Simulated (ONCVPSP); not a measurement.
# promethium (Pm), ONCV: configuration errors across variants

```json
{
 "Element": "Pm",
 "Generator": "ONCVPSP 4.0.1",
 "Type": "optimised norm-conserving Vanderbilt (ONCV)",
 "Functional": "PBEsol",
 "Relativity": "scalar-relativistic",
 "Frozen core": "[Kr] 4d10 4f4",
 "Valence charge": "11",
 "Reference configuration": "5s2 5p6 5d1 6s1 (charge +1)",
 "Partial waves": "5s+6s: rc 2.15 bohr, ncon 5, nbas 8, qcut 5.7 1/bohr, 2 projectors; 5p: rc 2.65 bohr, ncon 5, nbas 9, qcut 4.2 1/bohr, 3 projectors, debl 2.6 Ha; 5d: rc 3.45 bohr, ncon 5, nbas 10, qcut 3.6 1/bohr, 1 projector; f scattering state at 0.03 Ha: rc 3.75 bohr, ncon 4, nbas 7, qcut 3 1/bohr, 2 projectors, debl 3.8 Ha",
 "Local potential": "polynomial inside 2.00 bohr (lpopt 5, dvloc0 0 Ha)",
 "Core correction": "Teter function, fcfact 1.5, rcfact 1.15"
}
```

All-electron excitation energies from the reference (eV): (1) 5s2 5p6 5d1 6s2 -6.390; (2) 5s2 5p6 5d1 6s0 11.554; (3) 5s2 5p6 5d0 6s0 31.124; (4) 5s2 5p6 5d1.5 6s1.5 -5.787.

3 further variants failed, have other tests or too few solved ones, and are left out.

Errors AE − PS in meV (a dash: test not solved or not reliable):

```tsv
change	(1)	(2)	(3)	(4)	bound ghosts	GHOST(+) flags above zero
base	+2.6	+2.7	+12	-1.0	none	s, f
s: rc 2.06	+2.5	+2.8	+12	-1.1	none	s, f
s: rc 2.54	+2.2	+2.0	+11	-1.1	none	f
s: rc 2.76	+2.1	+1.5	+12	-1.1	none	f
s: rc 2.86	+2.0	+1.3	+12	-1.1	none	f
s: rc 3.1	+1.9	+0.9	+12	-1.0	none	f
```

(1) Give the same row for: s: rc 2.36.

Results:

(1) +2.3, +2.3, +11, -1.1; bound ghosts: none; GHOST(+) flags above zero: s, f.
